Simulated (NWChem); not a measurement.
System: BeSiNH5O; SMILES [SiH3][O][Be][NH2]

Here is an NWChem input.

```
start job
memory heap 200 mb stack 900 mb global 1100 mb
geometry units angstroms
  Be    -0.562749     0.611346     0.974719
  N     -1.259701     1.330664     2.107419
  H     -1.243473     1.087393     3.082884
  H     -1.835272     2.152129     2.036359
  O      0.071975    -0.062305    -0.094689
  Si     0.774319    -0.828847    -1.316038
  H     -0.256238    -1.625802    -1.986852
  H      1.825017    -1.677913    -0.749393
  H      1.328569     0.190833    -2.210142
end
basis spherical
  * library def2-svp
end
dft
  xc pbe0
  iterations 150
end
driver
  maxiter 120
end
task dft optimize
task dft freq
```

Excerpt of the output:

```
             Northwest Computational Chemistry Package (NWChem) 7.3.0
             --------------------------------------------------------

 C1  symmetry detected

                             Geometry "geometry" -> ""
                             -------------------------

 Output coordinates in angstroms (scale by  1.889725989 to convert to a.u.)

  No.       Tag          Charge          X              Y              Z
 ---- ---------------- ---------- -------------- -------------- --------------
    1 Be                   4.0000     0.00866493    -1.29254755     0.01150221
    2 N                    7.0000    -0.00408950    -2.80440228    -0.00588724
    3 H                    1.0000     0.79192132    -3.41861861    -0.01489608
    4 H                    1.0000    -0.81392956    -3.40044794    -0.01087683
    5 O                    8.0000     0.00830948     0.12177671     0.01216991
    6 Si                  14.0000    -0.00245282     1.72558400    -0.00374998
    7 H                    1.0000    -0.28962516     2.15047848    -1.37640185
    8 H                    1.0000     1.32314934     2.17320702     0.43027591
    9 H                    1.0000    -1.04968551     2.16399745     0.92224120

 Effective nuclear repulsion energy (a.u.)     130.2371176679

                                Z-matrix (autoz)
                                --------

 Units are Angstrom for bonds and degrees for angles

      Type          Name      I     J     K     L     M      Value
      ----------- --------  ----- ----- ----- ----- ----- ----------
    1 Stretch                  1     2                       1.51201
    2 Stretch                  1     5                       1.41432
    3 Stretch                  2     3                       1.00547
    4 Stretch                  2     4                       1.00555
    5 Stretch                  5     6                       1.60392
    6 Stretch                  6     7                       1.46532
    7 Stretch                  6     8                       1.46491
    8 Stretch                  6     9                       1.46505
    9 Bend                     1     2     3               127.17387
   10 Bend                     1     2     4               126.83729
   11 Bend                     1     6     7               107.18249
   12 Bend                     1     6     8               107.50125
   13 Bend                     1     6     9               107.37845
   14 Bend                     2     6     7               106.82523
   15 Bend                     2     6     8               107.82013
   16 Bend                     2     6     9               107.41488
   17 Bend                     3     2     4               105.98884
   18 Bend                     5     2     3               127.41305
   19 Bend                     5     2     4               126.59685
   20 Bend                     5     6     7               107.49113
   21 Bend                     5     6     8               107.24922
   22 Bend                     5     6     9               107.32252
   23 Bend                     6     2     3               127.63225
   24 Bend                     6     2     4               126.37357
   25 Bend                     7     6     8               111.48650
   26 Bend                     7     6     9               111.42126
   27 Bend                     8     6     9               111.60029
   28 Torsion                  1     2     3     4        -179.99486
   29 Torsion                  1     2     4     3         179.99488
   30 Torsion                  2     1     7     6         178.76333
   31 Torsion                  2     1     8     6         178.09478
   32 Torsion                  2     1     9     6        -176.86734
   33 Torsion                  2     3     1     5        -178.16778
   34 Torsion                  2     4     1     5         178.25993
   35 Torsion                  2     3     5     6        -175.58983
   36 Torsion                  2     4     5     6         176.06695
   37 Torsion                  1     5     7     6         179.57976
   38 Torsion                  1     5     8     6         179.19416
   39 Torsion                  1     5     9     6        -178.77431

                           NWChem Geometry Optimization
                           ----------------------------

 maximum gradient threshold         (gmax) =   0.000450
 rms gradient threshold             (grms) =   0.000300
 maximum cartesian step threshold   (xmax) =   0.001800
 rms cartesian step threshold       (xrms) =   0.001200
 fixed trust radius                (trust) =   0.300000
 source of zmatrix                         =   autoz

          -------------------
          Energy Minimization
          -------------------

 Using diagonal initial Hessian
 Scaling for Hessian diagonals: bonds = 1.00  angles = 0.25  torsions = 0.10

          --------
          Step   0

                                 NWChem DFT Module
                                 -----------------

 Summary of "ao basis" -> "ao basis" (spherical)
 ------------------------------------------------------------------------------
       Tag                 Description            Shells   Functions and Types
 ---------------- ------------------------------  ------  ---------------------
 Be                         def2-svp                 5        9   3s2p
 N                          def2-svp                 6       14   3s2p1d
 H                          def2-svp                 3        5   2s1p
 O                          def2-svp                 6       14   3s2p1d
 Si                         def2-svp                 8       18   4s3p1d

            General Information
            -------------------
          SCF calculation type: DFT
          Wavefunction type:  closed shell.
          No. of atoms     :     9
          No. of electrons :    38
           Alpha electrons :    19
            Beta electrons :    19
          Charge           :     0
          Spin multiplicity:     1
          Use of symmetry is: off; symmetry adaption is: off
          Maximum number of iterations: 150
          AO basis - number of functions:    80
                     number of shells:    40
          Convergence on energy requested:  1.00D-06
          Convergence on density requested:  1.00D-05
          Convergence on gradient requested:  5.00D-04

              XC Information
              --------------
                         PBE0 Method XC Functional
                     Hartree-Fock (Exact) Exchange  0.250
          PerdewBurkeErnzerhof Exchange Functional  0.750
            Perdew 1991 LDA Correlation Functional  1.000 local
           PerdewBurkeErnz. Correlation Functional  1.000 non-local

             Grid Information
             ----------------
          Grid used for XC integration:  medium
          Radial quadrature: Mura-Knowles
          Angular quadrature: Lebedev.
          Tag              B.-S. Rad. Rad. Pts. Rad. Cut. Ang. Pts.
          ---              ---------- --------- --------- ---------
          Be                  1.05       49          11.0       434
          N                   0.65       49          12.0       434
          H                   0.35       45          14.0       434
          O                   0.60       49          10.0       434
          Si                  1.10       88          12.0       590
          Grid pruning is: on
          Number of quadrature shells:   460
          Spatial weights used:  Erf1

      Superposition of Atomic Density Guess
      -------------------------------------

 Sum of atomic energies:        -434.72400171

      Non-variational initial energy
      ------------------------------

 Total energy =    -436.129292
 1-e energy   =    -856.417592
 2-e energy   =     290.051182
 HOMO         =      -0.367486
 LUMO         =      -0.038923

   convergence    iter        energy       DeltaE   RMS-Dens  Diis-err
 ---------------- ----- ----------------- --------- --------- ---------
 d= 0,ls=0.0,diis     1   -436.7413904519 -5.67D+02  1.58D-02  8.77D-01
 d= 0,ls=0.0,diis     2   -436.6608308280  8.06D-02  9.16D-03  1.85D+00
 d= 0,ls=0.0,diis     3   -436.8424601416 -1.82D-01  1.44D-03  2.18D-02
 d= 0,ls=0.0,diis     4   -436.8436282335 -1.17D-03  6.51D-04  9.73D-03
 d= 0,ls=0.0,diis     5   -436.8446841608 -1.06D-03  1.18D-04  1.14D-04
  Resetting Diis
 d= 0,ls=0.0,diis     6   -436.8446984487 -1.43D-05  2.54D-05  4.03D-06
 d= 0,ls=0.0,diis     7   -436.8446990615 -6.13D-07  4.79D-06  1.09D-07

[...]

      ----------------------
      Optimization converged
      ----------------------

  Step       Energy      Delta E   Gmax     Grms     Xrms     Xmax
  ---- ---------------- -------- -------- -------- -------- --------
@   16    -436.84885409 -8.7D-08  0.00007  0.00001  0.00080  0.00172
                                     ok       ok       ok       ok

                                Z-matrix (autoz)
                                --------

 Units are Angstrom for bonds and degrees for angles

      Type          Name      I     J     K     L     M      Value     Gradient
      ----------- --------  ----- ----- ----- ----- ----- ---------- ----------
    1 Stretch                  1     2                       1.49703   -0.00000
    2 Stretch                  1     5                       1.42121   -0.00001
    3 Stretch                  2     3                       1.01385    0.00002
    4 Stretch                  2     4                       1.01384    0.00002
    5 Stretch                  5     6                       1.64242   -0.00007
    6 Stretch                  6     7                       1.49565    0.00001
    7 Stretch                  6     8                       1.49545    0.00001
    8 Stretch                  6     9                       1.49548    0.00000
    9 Bend                     1     2     3               125.59045    0.00000
   10 Bend                     1     2     4               125.59217   -0.00001
   11 Bend                     1     6     7               110.23559   -0.00000
   12 Bend                     1     6     8               110.67003    0.00000
   13 Bend                     1     6     9               110.55423    0.00000
   14 Bend                     2     6     7               110.04644    0.00000
   15 Bend                     2     6     8               110.80063    0.00000
   16 Bend                     2     6     9               110.61196   -0.00000
   17 Bend                     3     2     4               108.81738    0.00000
   18 Bend                     5     2     3               125.60060    0.00000
   19 Bend                     5     2     4               125.58199   -0.00001
   20 Bend                     5     6     7               110.68748   -0.00001
   21 Bend                     5     6     8               110.36097    0.00000
   22 Bend                     5     6     9               110.41187    0.00001
   23 Bend                     6     2     3               125.70549   -0.00001
   24 Bend                     6     2     4               125.47510    0.00001
   25 Bend                     7     6     8               108.42399   -0.00000
   26 Bend                     7     6     9               108.41115   -0.00000
   27 Bend                     8     6     9               108.47535   -0.00000
   28 Torsion                  1     2     3     4        -179.97101   -0.00000
   29 Torsion                  1     2     4     3         179.97101    0.00000
   30 Torsion                  2     1     7     6         179.65929   -0.00001
   31 Torsion                  2     1     8     6         178.77818    0.00002
   32 Torsion                  2     1     9     6        -178.43859   -0.00001
   33 Torsion                  2     3     1     5        -179.85705    0.00000
   34 Torsion                  2     4     1     5         179.85734   -0.00000
   35 Torsion                  2     3     5     6        -175.62002   -0.00000
   36 Torsion                  2     4     5     6         175.80930   -0.00003
   37 Torsion                  1     5     7     6         179.62700   -0.00001
   38 Torsion                  1     5     8     6         178.61583    0.00002
   39 Torsion                  1     5     9     6        -178.24379   -0.00001

                         Geometry "geometry" -> "geometry"
                         ---------------------------------

 Output coordinates in angstroms (scale by  1.889725989 to convert to a.u.)

[...]

 Rotational Constants
 --------------------
 A=   2.306555 cm-1  (  3.318544 K)
 B=   0.066389 cm-1  (  0.095518 K)
 C=   0.066034 cm-1  (  0.095005 K)

 Temperature                      =   298.15K
 frequency scaling parameter      =   1.0000

 Zero-Point correction to Energy  =   35.743 kcal/mol  (  0.056960 au)
 Thermal correction to Energy     =   40.191 kcal/mol  (  0.064049 au)
 Thermal correction to Enthalpy   =   40.784 kcal/mol  (  0.064993 au)

 Total Entropy                    =   84.800 cal/mol-K
   - Translational                =   38.723 cal/mol-K (mol. weight =  72.0262)
   - Rotational                   =   24.571 cal/mol-K (symmetry #  =        1)
   - Vibrational                  =   21.507 cal/mol-K

 Cv (constant volume heat capacity) =   21.752 cal/mol-K
   - Translational                  =    2.979 cal/mol-K
   - Rotational                     =    2.979 cal/mol-K
   - Vibrational                    =   15.793 cal/mol-K

[normal modes left out]

 ----------------------------------------------------------------------------
 Normal Eigenvalue ||           Projected Infra Red Intensities
  Mode   [cm**-1]  || [atomic units] [(debye/angs)**2] [(KM/mol)] [arbitrary]
 ------ ---------- || -------------- ----------------- ---------- -----------
    1       -0.000 ||    0.000000           0.000         0.000       0.000
    2       -0.000 ||    0.000007           0.000         0.007       0.001
    3       -0.000 ||    0.000195           0.005         0.190       0.020
    4        0.000 ||    0.000162           0.004         0.158       0.016
    5        0.000 ||    0.000138           0.003         0.135       0.014
    6        0.000 ||    0.000222           0.005         0.217       0.023
    7       16.588 ||    0.000014           0.000         0.014       0.001
    8       40.852 ||    0.002706           0.062         2.638       0.274
    9       68.970 ||    0.001764           0.041         1.720       0.179
   10      326.183 ||    0.011708           0.270        11.414       1.185
   11      368.025 ||    0.019114           0.441        18.634       1.935
   12      429.829 ||    0.240259           5.543       234.216      24.319
   13      519.451 ||    0.004682           0.108         4.564       0.474
   14      681.868 ||    0.106310           2.453       103.636      10.761
   15      738.010 ||    0.072491           1.672        70.668       7.338
   16      741.276 ||    0.095596           2.205        93.191       9.676
   17      953.110 ||    0.090404           2.086        88.130       9.151
   18      956.089 ||    0.091389           2.108        89.091       9.250
   19      996.933 ||    0.284429           6.562       277.276      28.790
   20     1036.826 ||    0.223431           5.155       217.811      22.616
   21     1513.969 ||    0.037744           0.871        36.795       3.821
   22     1605.744 ||    0.861456          19.874       839.790      87.197
   23     2223.661 ||    0.177834           4.103       173.361      18.000
   24     2225.101 ||    0.177132           4.087       172.677      17.929
   25     2231.671 ||    0.078681           1.815        76.702       7.964
   26     3630.500 ||    0.053503           1.234        52.158       5.416
   27     3709.821 ||    0.036062           0.832        35.155       3.650
 ----------------------------------------------------------------------------
```

Level: PBE0/def2-SVP.
